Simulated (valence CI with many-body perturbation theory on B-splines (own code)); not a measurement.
**Energy levels of Re LIII**

Level of theory: configuration interaction combined with many-body perturbation theory (CI+MBPT): five valence electrons over a frozen Dirac-Fock core [Ar], radial functions for each j: 7 s, 7 p, 8 d, 6 f, 4 g, 1 h, with the one-electron correlation potential Σ1 (screened to all orders), the two-electron term Σ2, the three-electron term Σ3, Breit, model QED; selected single and double excitations, second order for the rest, scaled by the run's own slope (own B-spline code, finite nucleus).

No measured spectrum was set against this ion. As an estimate, large intervals hold to a few tenths of a per cent, small ones and those within an open d or f shell to about a per cent. Excitations out of the core, of the other parity, are not computed and may begin above about 253 eV (a cautious bound); beyond it only levels of the ground parity were kept, without lifetimes. Only levels of the ground parity were solved; by the run's estimate the other parity begins above the list, which can be wrong where configurations are misplaced.

Levels 1 to 37 of 37, with energies above the lowest level, (3d3/2^4 3d5/2) J=5/2. "Leading %" is the weight of the configuration and term that name the level; weights of strongly mixed levels are sums over their largest components and can fall short. In the jj column 3d3/2^4 stands for four electrons in 3d with j = 3/2. Lifetimes count E1, E2, E3, M1 and M2 decay at the calculated energies, and are blank where another channel may lead or the interval is too uncertain; long ones can be off by a factor of two.

```csv
No.,Configuration,Term,J,E (cm⁻¹),Leading %,g,Lifetime,Leading jj
1,3d5,2D,5/2,0,26,1.275,,3d3/2^4 3d5/2 (97 %)
2,3d5,6S,5/2,507320,34,1.330,234 ns,3d3/2^3 3d5/2^2 (95 %)
3,3d5,4G,7/2,602470,32,1.158,504 ns,3d3/2^3 3d5/2^2 (100 %)
4,3d5,2H,11/2,612500,45,1.097,,3d3/2^3 3d5/2^2 (99 %)
5,3d5,4D,3/2,618210,38,1.147,218 ns,3d3/2^3 3d5/2^2 (99 %)
6,3d5,2G,9/2,658910,32,1.129,371 μs,3d3/2^3 3d5/2^2 (98 %)
7,3d5,2D,5/2,690130,35,1.128,10.6 μs,3d3/2^3 3d5/2^2 (96 %)
8,3d5,4P,1/2,721140,41,1.783,41.7 μs,3d3/2^3 3d5/2^2 (93 %)
9,3d5,2F,7/2,726620,39,1.070,6.71 μs,3d3/2^3 3d5/2^2 (98 %)
10,3d5,2D,3/2,868260,63,0.798,2.60 μs,3d3/2^3 3d5/2^2 (93 %)
11,3d5,6S,5/2,1101000,35,1.308,113 ns,3d3/2^2 3d5/2^3 (94 %)
12,3d5,4D,7/2,1172600,52,1.207,203 ns,3d3/2^2 3d5/2^3 (99 %)
13,3d5,4G,11/2,1175400,50,1.087,301 ns,3d3/2^2 3d5/2^3 (99 %)
14,3d5,4G,9/2,1192200,63,1.139,302 ns,3d3/2^2 3d5/2^3 (98 %)
15,3d5,2I,13/2,1216300,100,1.065,1.56 μs,3d3/2^2 3d5/2^3 (100 %)
16,3d5,4D,1/2,1233200,78,0.444,162 ns,3d3/2^2 3d5/2^3 (98 %)
17,3d5,4P,3/2,1242900,53,1.161,117 ns,3d3/2^2 3d5/2^3 (98 %)
18,3d5,2F,5/2,1251700,42,1.020,212 ns,3d3/2^2 3d5/2^3 (98 %)
19,3d5,2H,9/2,1294700,53,1.096,181 ns,3d3/2^2 3d5/2^3 (100 %)
20,3d5,2G,7/2,1314700,61,0.979,592 ns,3d3/2^2 3d5/2^3 (100 %)
21,3d5,4F,5/2,1333200,65,1.046,169 ns,3d3/2^2 3d5/2^3 (99 %)
22,3d5,2D,3/2,1336400,84,0.852,441 ns,3d3/2^2 3d5/2^3 (92 %)
23,3d5,2G,7/2,1386600,48,1.028,331 ns,3d3/2^2 3d5/2^3 (97 %)
24,3d5,4P,1/2,1387400,45,1.754,224 ns,3d3/2^2 3d5/2^3 (88 %)
25,3d5,2G,9/2,1459000,80,1.102,583 ns,3d3/2^2 3d5/2^3 (98 %)
26,3d5,2P,3/2,1586100,74,1.177,566 ns,3d3/2^2 3d5/2^3 (98 %)
27,3d5,2D,5/2,1616700,79,1.177,325 ns,3d3/2^2 3d5/2^3 (94 %)
28,3d5,4P,5/2,1775800,34,1.232,74.6 ns,3d3/2 3d5/2^4 (96 %)
29,3d5,2F,7/2,1849700,28,1.177,108 ns,3d3/2 3d5/2^4 (99 %)
30,3d5,2H,11/2,1861400,55,1.067,139 ns,3d3/2 3d5/2^4 (100 %)
31,3d5,4D,3/2,1876000,31,0.987,86.9 ns,3d3/2 3d5/2^4 (99 %)
32,3d5,2G,9/2,1921900,53,1.111,153 ns,3d3/2 3d5/2^4 (98 %)
33,3d5,2D,5/2,1960400,60,1.106,139 ns,3d3/2 3d5/2^4 (95 %)
34,3d5,2G,7/2,1988600,51,1.012,152 ns,3d3/2 3d5/2^4 (98 %)
35,3d5,2P,1/2,2050400,48,1.308,,3d3/2 3d5/2^4 (93 %)
36,3d5,2D,3/2,2182900,74,0.859,,3d3/2 3d5/2^4 (96 %)
37,3d5,2D,5/2,2518300,38,1.150,,3d5/2^5 (97 %)
```

The ionisation energy to 3d4 3P_0 of the next ion comes out as 4877.6 eV (NIST: 4877 ± 4 eV (theoretical)). All 37 levels together are meant to be complete up to 2043000 cm⁻¹.
